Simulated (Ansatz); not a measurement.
## Energy profile

The step: CH₅Ga ([CH3][GaH2]) + H₂O → GaH₃O ([OH][GaH2]) + CH₄; bonds formed: C2–H5; dative contacts that become bonds: Ga1–O6; bonds broken: Ga1–C2, H5–O6 (atoms numbered as in the saddle structure below).

```xyz
10
angstrom
Ga 0.0497 -1.0968 0.3939
C 0.7212 0.8541 -0.3723
H 0.5009 -2.2094 -0.5978
H 0.1351 -1.0833 1.9553
H -0.6420 0.4540 -0.3239
O -1.6477 -0.2653 -0.2109
H 0.8062 1.0375 -1.4448
H 0.5974 1.8001 0.1602
H 1.7070 0.4800 -0.0568
H -2.2279 0.0290 0.4971
```

Electronic energies by CCSD(T) at an estimated basis limit (MP2 extrapolated from triple and quadruple zeta, plus CCSD(T) − MP2 in triple zeta), on PBE0-D4/def2-TZVP structures; CH$_{7}$GaO, singlet; no counterpoise correction. Program: Ansatz 0.2.0. Basis: def2-TZVPP and def2-QZVPP. Cores are frozen in the correlated methods. Filled d shells of the heavier atoms are correlated. The def2 sets are not built for correlating such inner shells, so the correlated values are less sure here. Extrapolation: Hartree–Fock as exp(−7.88 √X), correlation as X^−2.97.

Give the profile in eV, counted from the separated reactants. (Judge from chemistry; the value comes from the calculation.)

Computed:
| point | eV |
| --- | --- |
| separated: CH$_{5}$Ga (linked as [CH3][GaH2]; Ga1, C2, H3, H4, H7, H8, H9; singlet) + H$_{2}$O (H5, O6, H10; singlet) | 0.000 |
| start structure | -0.568 |
| saddle | 0.531 |
| end structure | -0.955 |
| separated: GaH$_{3}$O (linked as [OH][GaH2]; Ga1, H3, H4, O6, H10; singlet) + CH$_{4}$ (C2, H5, H7, H8, H9; singlet) | -0.861 |

No T1 diagnostic of these runs exceeds 0.016.

The step is the kind of ligand exchange by which a precursor binds to a hydroxyl group, or is hydrolysed, in atomic layer deposition of oxides.

For scale, one of the runs: CCSD(T)/def2-TZVPP, 208 basis functions (an equivalent command: `ansatz run in.yaml --threads 4`). The run took 69 s on 4 CPU threads (shared host), with 2.8 GiB of host memory at its peak.
